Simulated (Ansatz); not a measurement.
Co (SMILES [Co]), quartet; PBE0/6-31G (Ansatz, a program for electronic structure).

The Ansatz input:
Ansatz 0.2 input:
```yaml
crystal:
  periodic: [false, false, false]
  atoms:
    - {symbol: Co, position_ang: [0.00000000, 0.00000000, 0.00000000]}
basis:
  gaussian:
    orbitals: 6-31G
    final_grid: {core_spheres: 14, valence_spheres: 28, degree: 59}
hamiltonian:
  xc: pbe0
magnetization: {spin_polarized: true, initial_magnetization: 3}
```

Write the output that Ansatz gives for this input, abridged.


```
Functional definition: PBE0
187 factors; integrals over basis functions are off by at most 9.0e-5 eV
mean field evaluation 1: about -37606.9248 eV, gradient 4.1e1 eV
mean field evaluation 2: about -37338.5600 eV, gradient 1.8e2 eV
mean field evaluation 4: about -37611.0996 eV, gradient 3.1e1 eV
mean field evaluation 8: about -37613.6223 eV, gradient 3.1e-1 eV
mean field evaluation 16: about -37613.6241 eV, gradient 2.9e-5 eV
mean field evaluation 32: about -37613.3669 eV, gradient 6.2e-1 eV
mean field -37613.62405313 eV, -1382.2751885224 hartree, gradient 2.9e-5 eV, S^2 3.753619; 4 other end points of the search recorded, 0 dependent functions left out
reference -37613.62407092 eV, -1382.2751891761 hartree; 15, 12 occupied and 14, 17 virtual orbitals, 187 factors
Total energy: -37613.62407092 eV, -1382.2751891761 hartree
```
